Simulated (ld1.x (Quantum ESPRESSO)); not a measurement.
## How hard is this phosphorus (P) ultrasoft potential?

phosphorus, ultrasoft, made with ld1.x (Quantum ESPRESSO) 7.5 (PBEsol, non-relativistic). Core [Ne], reference 3s1.5 3p3.5. Waves: 3s (bound): rcut 1.75, rcutus 1.85 bohr; 3s channel at 0.2 Ry: rcut 1.75, rcutus 1.85 bohr; 3p (bound): rcut 1.50, rcutus 1.75 bohr; 3p channel at 3.85 Ry: rcut 1.50, rcutus 1.75 bohr. Local part: all-electron potential smoothed inside 1.30 bohr (lloc = -1). Core correction: a·sin(br)/r model core, default radius (core density twice the valence density). Augmentation charge: PSQ, radius 1.70 bohr.

The pseudo-atom Hamiltonian at the reference potential is diagonalised in spherical Bessel functions j_l(qr) that vanish at 20 bohr, with q² up to the cutoff. All-electron valence levels (Ry): 3s -1.0436, 3p -0.4245.

**Question.** How do the lowest levels (Ry) of each channel move with the cutoff, and are there ghosts?

**Answer.**

```csv
cutoff (Ry),s #1,s #2,p #1,d #1,f #1,Σ f·Δε (mRy)
8,-1.0435,-0.0244,-0.4115,0.0654,0.1148,46.1
10,-1.0435,-0.0244,-0.4186,0.0653,0.1148,21.1
15,-1.0435,-0.0244,-0.4236,0.0652,0.1148,3.6
18,-1.0436,-0.0244,-0.4241,0.0652,0.1148,1.8
25,-1.0436,-0.0244,-0.4245,0.0652,0.1148,0.3
30,-1.0436,-0.0244,-0.4246,0.0652,0.1148,0.2
400,-1.0437,-0.0244,-0.4246,0.0652,0.1148,0.0
```

Result: no extra level below or beside the all-electron valence levels (s, p, d, f tested); 10 mRy is reached at 12 Ry and 1 mRy at 21 Ry.

Test run stopped at test 4 of 7 (negative rho).
